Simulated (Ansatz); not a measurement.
Species: diarsenic, As$_{2}$ (charge 0, singlet). 
Structure (B3LYP-D3(BJ)/def2-TZVP (Ansatz, an electronic-structure program) minimum search):
```
As
As 1 2.1041
```
Charge 0, spin multiplicity 1.

Basis-set convergence of Hartree-Fock and MP2 correlation energies (hartree) with Ansatz. Valence correlation only, unless marked. No spin-orbit coupling. The frozen core is the preceding noble-gas configuration, with the filled d and f shells of earlier blocks. No relativistic terms.

The Hartree-Fock reference is unstable (checked in the largest basis), which strains HF and MP2. 

```
basis       functions        E(HF)  E(corr, MP2)
----------  ---------  -----------  ------------
def2-SVP           64  -4467.84935      -0.21321
def2-TZVPP         96  -4468.40704      -0.25649
def2-QZVPP        178  -4468.49723      -0.27458
```

Extrapolating the two largest sets (X = 3 and 4) as X^-3: E(corr) = (64·(-0.27458) - 27·(-0.25649))/37 = -0.2878 Eh, an estimate of the basis-set limit. The largest set recovers 95.4 % of it, the smallest 74.1 %.
